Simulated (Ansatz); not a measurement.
Start from `[Cl][SnH]([Cl])[Cl]` and change one atom or group to get `N#[C][Sn]([Cl])([Cl])[Cl]`.

Ansatz, PBE0-D4/def2-TZVP geometries, multiplicity 1. 

Elements past krypton have def2 core potentials.

```
                                          property  `[Cl][SnH]([Cl])[Cl]`
           HOMO–LUMO gap (ωB97M-V/def2-TZVPP) / eV                  11.47
  size of the dipole moment (B3LYP/def2-TZVPP) / D                   2.00
             HOMO–LUMO gap (B3LYP/def2-TZVPP) / eV                   6.54
size of the dipole moment (ωB97M-V/def2-TZVPP) / D                   2.04
    zero-point energy (PBE0-D4/def2-TZVP) / kJ/mol                   27.7
              HOMO–LUMO gap (PBE0/def2-TZVPP) / eV                   7.16
```

**Question.** Give the same properties after the change, and the shifts. (Estimate.)

**Answer.** The calculation gave: 
```json
{"property": "HOMO–LUMO gap (ωB97M-V/def2-TZVPP) / eV", "`N#[C][Sn]([Cl])([Cl])[Cl]`": "11.38", "shift": "-0.09"}
{"property": "size of the dipole moment (B3LYP/def2-TZVPP) / D", "`N#[C][Sn]([Cl])([Cl])[Cl]`": "2.08", "shift": "0.08"}
{"property": "HOMO–LUMO gap (B3LYP/def2-TZVPP) / eV", "`N#[C][Sn]([Cl])([Cl])[Cl]`": "6.40", "shift": "-0.14"}
{"property": "size of the dipole moment (ωB97M-V/def2-TZVPP) / D", "`N#[C][Sn]([Cl])([Cl])[Cl]`": "2.09", "shift": "0.05"}
{"property": "zero-point energy (PBE0-D4/def2-TZVP) / kJ/mol", "`N#[C][Sn]([Cl])([Cl])[Cl]`": "30.1", "shift": "2.4"}
{"property": "HOMO–LUMO gap (PBE0/def2-TZVPP) / eV", "`N#[C][Sn]([Cl])([Cl])[Cl]`": "7.01", "shift": "-0.15"}
```

With PBE0 the HOMO falls by 0.60 eV and the LUMO falls by 0.74 eV, so the gap narrows by about 0.14 eV. PBE moves the HOMO by -0.56 eV and ωB97M-V by -0.60 eV. The zero-point energy changes by 2.4 kJ/mol with +3 modes. Dipoles are sizes alone; their direction can turn.

B3LYP here is the variant with VWN-RPA as its local correlation; programs differ in this.
